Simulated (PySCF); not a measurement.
Species: C4HF5O2.
Z-matrix (Å and degrees, GFN2-xTB geometry), rows numbered from 1:
```
O 
C   1  1.1905
C   2  1.5305  1  124.35
O   3  1.1927  2  123.50  1   151.49
C   3  1.5557  2  115.33  1   -27.46
F   5  1.3457  3  112.22  2   -27.46
F   5  1.3484  3  110.20  2  -146.36
C   5  1.5606  3  110.12  2    94.54
F   8  1.3310  5  110.98  3   -56.30
F   8  1.3250  5  111.65  3  -177.09
F   8  1.3310  5  110.01  3    62.72
H   2  1.1037  1  124.33  3   177.86
```

Method: B3LYP/def2-SVPD in PySCF (dipole) on a GFN2-xTB geometry, gas phase.

Masses are those of the commonest isotopes; rigid-rotor values at the optimised geometry. The values belong to one conformer with, in the numbering `[O:1]=[CH:2][C:3](=[O:4])[C:5]([F:6])([F:7])[C:8]([F:9])([F:10])[F:11]`, O1–C2–C3–O4 151°, C2–C3–C5–F6 -27°.

**Question.** Give the principal moments of inertia and the rotational constants in cm⁻¹.

**Answer.** Ia = 332.49, Ib = 500.82, Ic = 549.95 u·Å²; 505379 MHz·u·Å²/I gives 1520, 1009 and 918.9 MHz, that is A = 0.05070, B = 0.03366, C = 0.03065 cm⁻¹.

**Question.** Classify the top.

**Answer.** An asymmetric top. Ray's parameter κ = (2B − A − C)/(A − C) = -0.700; −1 is the prolate and +1 the oblate limit.

**Question.** What does the inertial defect say?

**Answer.** Not planar: Δ = Ic − Ia − Ib = -283.35 u·Å². For a rigid frame Δ = −2 Σ m c², so Σ m c² = 141.68 u·Å² lies off the ab plane: 0.18 from hydrogen and 141.49 from heavier atoms. The atom farthest from that plane is 1.65 Å away.

**Question.** Give the other two planar moments, Paa and Pbb, and the rms extents of the mass along the axes.

**Answer.** Paa = Σ m a² = (Ib + Ic − Ia)/2 = 359.15 and Pbb = Σ m b² = (Ia + Ic − Ib)/2 = 190.81 u·Å². With the mass M = 175.99 u, the rms extents √(P/M) along a, b and c are 1.43, 1.04, 0.90 Å.

**Question.** Give the coordinates in the principal-axis frame, origin at the centre of mass.

**Answer.** The sense of each axis is arbitrary; atoms in the order of the calculation.
```tsv
atom	mass (u)	a (Å)	b (Å)	c (Å)
O1	15.995	2.164	-1.496	-0.062
C2	12.000	2.342	-0.348	0.197
C3	12.000	1.229	0.697	0.298
O4	15.995	1.294	1.663	0.994
C5	12.000	-0.035	0.408	-0.561
F6	18.998	0.248	-0.329	-1.651
F7	18.998	-0.573	1.563	-1.001
C8	12.000	-1.110	-0.330	0.296
F9	18.998	-0.615	-1.449	0.820
F10	18.998	-2.177	-0.647	-0.424
F11	18.998	-1.503	0.447	1.302
H12	1.008	3.328	0.092	0.428
```

**Question.** Where do the levels up to J = 3 lie, in MHz?

**Answer.** Above 0(0,0):
J = 1: 1(0,1) 1928, 1(1,1) 2439, 1(1,0) 2529
J = 2: 2(0,2) 5773, 2(1,2) 6205, 2(1,1) 6475, 2(2,1) 8008, 2(2,0) 8019
J = 3: 3(0,3) 11515, 3(1,3) 11847, 3(1,2) 12387, 3(2,2) 13792, 3(2,1) 13846, 3(3,1) 16579, 3(3,0) 16579
The levels of one J sum to (2J + 1)J(J + 1)(A + B + C)/3.

**Question.** Which types of transition are allowed, and where do some lines up to J = 3 fall?

**Answer.** The dipole components are |μa| = 1.69 D, |μb| = 0.44 D, |μc| = 0.02 D. The squared components, which scale the intensities, stand as 1.00 : 0.07 : 0.00 (a : b : c). Some lines, for components of 0.1 D or more:

```
type  branch         J(Ka,Kc)   MHz  lower level (cm⁻¹)
   b       Q  3(1,2) ← 3(0,3)   873               0.384
   b       Q  2(2,1) ← 2(1,2)  1803               0.207
   a       R  1(0,1) ← 0(0,0)  1928               0.000
   b       Q  3(2,2) ← 3(1,3)  1945               0.395
   b       R  1(1,1) ← 0(0,0)  2439               0.000
   b       Q  3(3,0) ← 3(2,1)  2734               0.462
   b       Q  3(3,1) ← 3(2,2)  2786               0.460
   b       R  2(0,2) ← 1(1,1)  3334               0.081
   a       R  2(1,2) ← 1(1,1)  3766               0.081
   a       R  2(0,2) ← 1(0,1)  3845               0.064
   b       R  3(0,3) ← 2(1,2)  5310               0.207
   a       R  3(1,3) ← 2(1,2)  5642               0.207
   a       R  3(1,2) ← 2(1,1)  5912               0.216
   b       R  3(3,1) ← 2(2,0)  8560               0.267
```

**Question.** Estimate the classical rotational partition function at 10 K, 50 K and 100 K.

**Answer.** Point group C1, symmetry number σ = 1; q = (√π/σ)·√((kT/h)³/(ABC)), k/h = 20836.6 MHz/K: 4490 at 10 K, 50200 at 50 K, 142000 at 100 K.

No GFN2-xTB frequencies stand behind this structure, so it isn't proved a minimum. No vibrational averaging or centrifugal distortion is included, and the geometry carries the error of its method.

The run took 41 s wall on one thread of an Intel Xeon 6975P-C, no GPU, shared host with 192 logical CPUs at a one-minute load of 86, and the process peaked at 1.0 GiB of memory. This is the B3LYP/def2-SVPD job that gave the dipole, with the excitations it also computed.
